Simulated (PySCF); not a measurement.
**How methods differ on the interval between two levels of Tl+**

Tl+ [Xe] 4f14 5d10 6s2 → Tl+ [Xe] 4f14 5d10 6s1 7s1 [3S1, M_J = 1], as a difference of total energies. All numbers are calculated (PySCF 2.14, the two-component X2C-1e Hamiltonian, in x2c-SVPall-2c with one added diffuse shell each of s, p type (8s12p7d2f, 93 functions)). Correlated levels: [Kr] 4d10 4f14 frozen; the 22 highest virtual spinors dropped. "Screened" scales the spin-orbit matrix elements by Boettger's factors to mimic the two-electron term; Breit and QED terms are absent.

```tsv
method	interval between two levels (cm⁻¹)	error (cm⁻¹)
GHF (spin-free)	92004	-13225
GMP2 (spin-free)	103650	-1578
GHF (screened spin-orbit)	92210	-13019
GMP2 (screened spin-orbit)	103950	-1276
```

Reference: 105230 cm⁻¹ (measured; NIST Handbook of Basic Atomic Spectroscopic Data (Sansonetti and Martin, J. Phys. Chem. Ref. Data 34, 1559 (2005))).

Errors of the correlated levels include the incompleteness of this basis and the frozen core.
